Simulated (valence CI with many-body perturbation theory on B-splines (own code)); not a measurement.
# Level structure of Ni¹⁵⁺

Calculated by relativistic CI+MBPT: three valence electrons over a frozen Dirac-Fock core [Ne], radial functions for each j: 9 s, 9 p, 8 d, 6 f, 3 g, 1 h, with the one-electron correlation potential Σ1 (screened to all orders), the two-electron term Σ2, the three-electron term Σ3, Breit, model QED; selected single and double excitations, second order for the rest, scaled by the run's own slope (own B-spline code, finite nucleus).

No measured levels were compared; by estimate levels of excited configurations hold to 0.05 to 0.15 % of their energy, terms of the ground configuration to about 0.5 %.

Levels 1 to 32 of 32, with energies above the lowest level, 3s²3p ²P°_1/2. "Leading %" is the weight of the configuration and term that name the level; weights of strongly mixed levels are sums over their largest components and can fall short, so below about 35 % the name and the second component can differ from the true leading terms, or belong to a minority configuration. Lifetimes count E1, E2, E3, M1 and M2 decay at the calculated energies, and are blank where another channel may lead or the interval is too uncertain; long ones can be off by a factor of two.

```
No.  Configuration  Term    J  E (cm⁻¹)  Leading %  Second component  Lifetime
  1          3s²3p   ²P°  1/2         0         97                            
  2          3s²3p   ²P°  3/2     27774         97                     5.17 ms
  3          3s3p²    ⁴P  1/2    259340         98                     13.2 ns
  4          3s3p²    ⁴P  3/2    271240         99                     73.7 ns
  5          3s3p²    ⁴P  5/2    284840         96                     16.6 ns
  6          3s3p²    ²D  3/2    347080         86     11 % 3s²3d ²D    300 ps
  7          3s3p²    ²D  5/2    351230         84     11 % 3s²3d ²D    421 ps
  8          3s3p²    ²S  1/2    417860         65     32 % 3s3p² ²P   38.5 ps
  9          3s3p²    ²P  1/2    448530         65     32 % 3s3p² ²S   26.5 ps
 10          3s3p²    ²P  3/2    458270         95                     20.5 ps
 11          3s²3d    ²D  3/2    539910         86     11 % 3s3p² ²D   19.7 ps
 12          3s²3d    ²D  5/2    543170         86     11 % 3s3p² ²D   22.2 ps
 13            3p³   ²D°  3/2    662720         59   25 % 3s3p3d ²D°    124 ps
 14            3p³   ²D°  5/2    669930         69   30 % 3s3p3d ²D°    198 ps
 15            3p³   ⁴S°  3/2    678560         86       7 % 3p³ ²D°   25.9 ps
 16         3s3p3d   ⁴F°  3/2    733820         97                     1.46 ns
 17            3p³   ²P°  1/2    739680         81   17 % 3s3p3d ²P°   50.1 ps
 18         3s3p3d   ⁴F°  5/2    739810         98                     1.54 ns
 19            3p³   ²P°  3/2    746460         68   17 % 3s3p3d ²P°   50.9 ps
 20         3s3p3d   ⁴F°  7/2    748660         98                     1.66 ns
 21         3s3p3d   ⁴F°  9/2    761440        100                            
 22         3s3p3d   ⁴P°  5/2    788230         62   30 % 3s3p3d ⁴D°   30.3 ps
 23         3s3p3d   ⁴D°  3/2    791180         62   35 % 3s3p3d ⁴P°   24.4 ps
 24         3s3p3d   ⁴D°  1/2    792870         88   10 % 3s3p3d ⁴P°   21.1 ps
 25         3s3p3d   ⁴D°  7/2    807030         97                     22.0 ps
 26         3s3p3d   ⁴D°  5/2    808140         68   26 % 3s3p3d ⁴P°   23.5 ps
 27         3s3p3d   ⁴P°  1/2    808330         89   10 % 3s3p3d ⁴D°   31.2 ps
 28         3s3p3d   ⁴P°  3/2    808610         62   36 % 3s3p3d ⁴D°   27.3 ps
 29         3s3p3d   ²D°  3/2    822430         76      17 % 3p³ ²D°   24.1 ps
 30         3s3p3d   ²D°  5/2    823580         68      15 % 3p³ ²D°   25.6 ps
 31         3s3p3d   ²F°  5/2    850120         95                     48.9 ps
 32         3s3p3d   ²F°  7/2    871810         99                     45.5 ps
```

Names give the largest LS component (configuration and term), which can be under half, so a name can repeat, a term be missing and a line seem to break the LS rules; names also repeat where a configuration has a term twice.

The ionisation energy to 3s² ¹S0 of the next ion comes out as 498.61 eV (NIST: 495.4 ± 1.7 eV (semi-empirical)). All 32 levels together are meant to be complete up to 884110 cm⁻¹.
